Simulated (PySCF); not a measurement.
Cards and structures have been mixed up. Pair them.

Structures:
1. `[H]/P=P\C(=O)OC`
2. `C/C=P/C1=COC=C1`
3. `C[NH3+]`

Card P (geometry GFN2-xTB):
- Rotational constants A, B, C: 84.729, 20.477, 20.476 GHz
- Static isotropic polarisability (CAM-B3LYP/def2-SVPD): 19.9 au
- Strongest line among the 8 lowest singlet transitions (TDDFT CAM-B3LYP/def2-SVPD): S3/S4 at 12.42 eV (100 nm, f = 0.168 summed over these states)
- Largest of the computed one-bond spin–spin couplings (means over like bonds) (B3LYP/pcJ-1): 13C–1H +154.8 (×3), 15N–1H -80.6 (×3), 15N–13C -4.7 Hz
- Point group: C3v
- Lowest singlet excitation (TDDFT CAM-B3LYP/def2-SVPD): 10.61 eV (117 nm, f = 0.012 summed over 2 states within 0.01 eV)

Card Q (geometry GFN2-xTB):
* Rotational constants A, B, C: 5.480, 0.922, 0.810 GHz
* Static isotropic polarisability (B3LYP/def2-SVPD): 101.4 au
* HOMO energy (B3LYP/def2-SVPD): -6.26 eV
* 13C chemical shifts (computed TMS as zero) by class (GIAO PBE0/pcSseg-1): 201.1 (1 C), 151.5 (1 C), 148.3 (1 C), 134.5 (1 C), 117.8 (1 C), 25.8 (1 C) ppm
* Lowest triplet excitation (Tamm–Dancoff) (TDA B3LYP/def2-SVPD): 2.62 eV
* Dipole moment (B3LYP/def2-SVPD): 1.47 D
* Point group: C1

Card R (geometry GFN2-xTB):
- Rotational constants A, B, C: 6.742, 1.282, 1.085 GHz
- Static isotropic polarisability (B3LYP/def2-SVPD): 85.6 au
- HOMO energy (B3LYP/def2-SVPD): -7.45 eV
- Isotropic shieldings of nuclei other than C and H, by class (GIAO PBE0/pcSseg-1): -112 (1 O), 127 (1 O), -301 (1 P), -274 (1 P) ppm
- Lowest singlet excitation (TDDFT B3LYP/def2-SVPD): 2.97 eV (417 nm, f = 0.000)
- Lowest triplet excitation (Tamm–Dancoff) (TDA B3LYP/def2-SVPD): 2.07 eV

Species are written as SMILES; each is one conformer at its optimised geometry, gas phase, non-relativistic unless stated; the electronic structure was computed with PySCF and density fitting. NMR classes are plain means over equivalent atoms (diastereotopic ones count apart unless rotation or inversion swaps them), as if these changed places fast.

Which card belongs to which structure?

P = 3, Q = 2, R = 1. What ties each card to its structure:
- 1 (card R), C2H4O2P2, monoisotopic mass 122.0 u, 6 heavy atoms: an asymmetric top with C = 1.085 GHz; polarisability 85.6 au for 62 electrons.
- 2 (card Q), C6H7OP, monoisotopic mass 126.0 u, 8 heavy atoms: 6 C in 6 classes; point group C1; the least shielded carbon (201.1 ppm) is a carbon bonded to C, P and H; an asymmetric top with C = 0.810 GHz, the lowest such constant on the cards; polarisability 101.4 au for 66 electrons; dipole 1.47 D.
- 3 (card P), [CH6N]+, monoisotopic mass 32.0 u, 2 heavy atoms: point group C3v; a prolate symmetric top (constants that symmetry makes equal differ by optimisation noise) with C = 20.476 GHz, the highest such constant on the cards; polarisability 19.9 au for 18 electrons.
